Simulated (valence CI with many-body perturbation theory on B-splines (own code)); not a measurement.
**Pt38+: input, log and results**

Calculated by configuration interaction combined with many-body perturbation theory (CI+MBPT): four valence electrons over a frozen Dirac-Fock core [Kr], a basis of 9 s, 9 p, 10 d, 8 f, 5 g, 3 h, 1 i functions for each j, with the one-electron correlation potential Σ1 (screened to all orders), the two-electron term Σ2, the three-electron term Σ3, Breit, model QED; selected single and double excitations, second order for the rest (own B-spline code, finite nucleus).

Command, and the settings that its task file holds:

```sh
python run_cv.py task.json out
```

```
atom Pt  Z=78  mass_number=195  rms_radius_fm=5.4270
core [Kr]
valence 4d4
avg = 1
basis = L
breit = 1
cap = 40000
capref = 1200
cscale = 1
de = 0.0
dress = 0
eps = 2e-08
h = 0.27
hh = 1
l2 = 3
lcore = 6
maxit = 60
n2 = 5
natural = 1
nlev = 60
nno = [6, 6, 7, 6, 4, 3, 1]
nroot = 26
nsp = [3, 3, 3, 2, 1, 0, 0]
pt2 = 1
qed = 1
rpa = 1
s1 = 1
s2 = 1
s3 = 1
screen = 1
tol = 2e-05
```

Roughly how long does this run take on one core of Arm Neoverse V2, and how much memory?

120 s on 1 thread of Arm Neoverse V2 (shared host), peak memory 1.2 GiB.

Log. The first blocks belong to the next ion, which gives the ionisation energy. Fields: 2J, parity (1 odd), roots, reference size, generating configurations, candidates as configurations/state functions, variational space P, stored matrix elements, Davidson steps; e2 is the range of second-order energies in hartree. The first line gives the box (bohr), its intervals, the orbitals and the steps of their self-consistent field. Window is the range of levels sought, series limit the energy at which the first omitted orbital would enter, core excitation an estimate of the first excitation out of the core, left out the lowest levels not solved, and shifts from estimates the range by which levels moved from their first estimate, all in cm⁻¹.

```
rmax 3.8 intervals 58 orbitals 81 references ['4d4', '4d3 4f', '4d2 4f2', '4d3 5s', '4d3 5p'] scf 4 t 1.5
2J=3 par=0 roots 2 ref 38 generators 4 cand 4555/11505 P 1258/3188 nnz 2.9e+06 it 5
2J=3 par=0 roots 2 ref 38 generators 9 cand 6092/15281 P 1819/4719 nnz 5.6e+06 it 4
   second order: generators 10 cand 6941/17355 e2 -0.00002 -0.00001
reference levels 697, estimated 34, window 906524 1/cm; series limit 9159467, core excitation 1389397
2J=0 par=0 roots 5 ref 26 generators 9 cand 13792/34144 P 3208/6426 nnz 7e+06 it 4
2J=0 par=0 roots 5 ref 26 generators 11 cand 11806/30244 P 4317/9392 nnz 1.1e+07 it 5
   second order: generators 14 cand 15014/40335 e2 -0.00004 -0.00001
2J=2 par=0 roots 4 ref 44 generators 7 cand 15090/100280 P 1486/7992 nnz 1.5e+07 it 5
2J=2 par=0 roots 4 ref 44 generators 10 cand 14060/94830 P 3404/17939 nnz 6.1e+07 it 5
   second order: generators 11 cand 15076/107485 e2 -0.00008 -0.00004
2J=8 par=0 roots 7 ref 85 generators 10 cand 15443/188348 P 921/7993 nnz 1.5e+07 it 4
2J=8 par=0 roots 7 ref 85 generators 12 cand 14812/182933 P 2985/24907 nnz 1.3e+08 it 7
   second order: generators 15 cand 15790/216614 e2 -0.00022 -0.00011
2J=4 par=0 roots 8 ref 78 generators 11 cand 15460/152242 P 1055/7992 nnz 1.4e+07 it 5
2J=4 par=0 roots 8 ref 78 generators 12 cand 14726/146825 P 3550/25730 nnz 1.3e+08 it 8
   second order: generators 16 cand 15255/164586 e2 -0.00013 -0.00006
2J=6 par=0 roots 6 ref 77 generators 8 cand 15459/181152 P 901/7998 nnz 1.6e+07 it 5
2J=6 par=0 roots 6 ref 77 generators 10 cand 14846/175725 P 2878/24382 nnz 1.2e+08 it 7
   second order: generators 12 cand 15911/204490 e2 -0.00018 -0.00011
2J=10 par=0 roots 2 ref 63 generators 4 cand 12083/148899 P 930/7989 nnz 1.7e+07 it 4
2J=10 par=0 roots 2 ref 63 generators 7 cand 14540/169150 P 2760/22785 nnz 1.2e+08 it 5
   second order: generators 8 cand 12710/154354 e2 -0.00008 -0.00007
2J=12 par=0 roots 2 ref 54 generators 2 cand 3841/23839 P 1194/7996 nnz 1.7e+07 it 4
2J=12 par=0 roots 2 ref 54 generators 7 cand 13740/142716 P 2911/19347 nnz 8.3e+07 it 5
   second order: generators 9 cand 15065/179395 e2 -0.00006 -0.00006
left out: unestimated 1845104, estimated none, shifts from estimates -23 to 55
operators 3.1
```

The Davidson iterations converged.

No measured spectrum was set against this ion. As an estimate, large intervals hold to a few tenths of a per cent, small ones and those within an open d or f shell to about a per cent. Only levels of the ground parity were solved; by the run's estimate the other parity begins above the list, which can be wrong where configurations are misplaced.

```
Valence energy                            : -272.4914 hartree
Ionisation energy                         : 1764.9 eV (NIST: 1763 ± 4 eV (theoretical))
Reference configurations for the orbitals : 4d4, 4d3 4f, 4d2 4f2, 4d3 5s, 4d3 5p
Radial orbitals                           : 81
Box radius                                : 3.829 bohr
Largest variational space                 : 25730
Lowest levels                             : (4d3/2^4) J=0 0.000, (4d3/2^3 4d5/2) J=1 20.224, (4d3/2^3 4d5/2) J=4 25.560, (4d3/2^3 4d5/2) J=2 26.155, (4d3/2^3 4d5/2) J=3 27.602, (4d3/2^2 4d5/2^2) J=0 [a] 44.229, (4d3/2^2 4d5/2^2) J=2 [a] 44.658, (4d3/2^2 4d5/2^2) J=4 [a] 45.634, (4d3/2^2 4d5/2^2) J=3 [a] 46.156, (4d3/2^2 4d5/2^2) J=5 48.168, (4d3/2^2 4d5/2^2) J=1 49.665, (4d3/2^2 4d5/2^2) J=6 49.675, (4d3/2^2 4d5/2^2) J=3 [b] 51.288, (4d3/2^2 4d5/2^2) J=4 [b] 51.599 eV
```

Levels are named by their leading jj configuration (3d3/2^4 stands for four electrons in 3d with j = 3/2), which in mixed levels can hold well under half, so a name can repeat and another be missing. Letters in brackets count levels of one name in rising energy.
